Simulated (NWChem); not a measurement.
GeSiNH5, singlet; SMILES [NH2][Ge][SiH3]

```xyz
8

Ge    -0.4582    -0.6496    -0.1411
N      1.2718    -1.1762     0.0319
H      1.5219    -2.1607     0.0397
H      2.0870    -0.5777     0.1295
Si     0.1037     1.7647    -0.0361
H     -0.5947     2.4332     1.1125
H     -0.3394     2.4778    -1.2806
H      1.5782     2.0184     0.1259
```
Atoms are numbered in this order, from 1.

Level: PBE0/def2-SVP (NWChem), optimised geometry, unscaled harmonic frequencies. Low-valent species are run as closed-shell singlets; no triplet was tried in these runs.

Question: List the harmonic frequencies with IR intensities, and the thermochemistry.

Answer: 
```
frequency (cm⁻¹)  IR intensity (km/mol)
----------------  ---------------------
63                                  0.0
160                                 3.4
303                                 9.7
357                                11.5
470                                19.0
535                               184.1
596                                23.8
715                                58.5
775                                52.0
858                               232.9
930                                33.2
933                                32.3
1538                               27.8
2170                              113.0
2195                               99.2
2199                              107.0
3573                               24.7
3686                               43.9
```

```json
{
 "zero_point_energy": "31.5 kcal/mol",
 "thermal correction to the enthalpy at 298.15 K (with zero-point energy)": "35.9 kcal/mol",
 "heat capacity Cv": "19.6 cal/(mol K)",
 "entropy at 298.15 K and 1 atm (symmetry number 1)": "78.3 cal/(mol K)",
 "dipole_moment": "2.14 D"
}
```

Rigid rotor and harmonic oscillator; modes under 100 cm⁻¹ make the entropy uncertain.
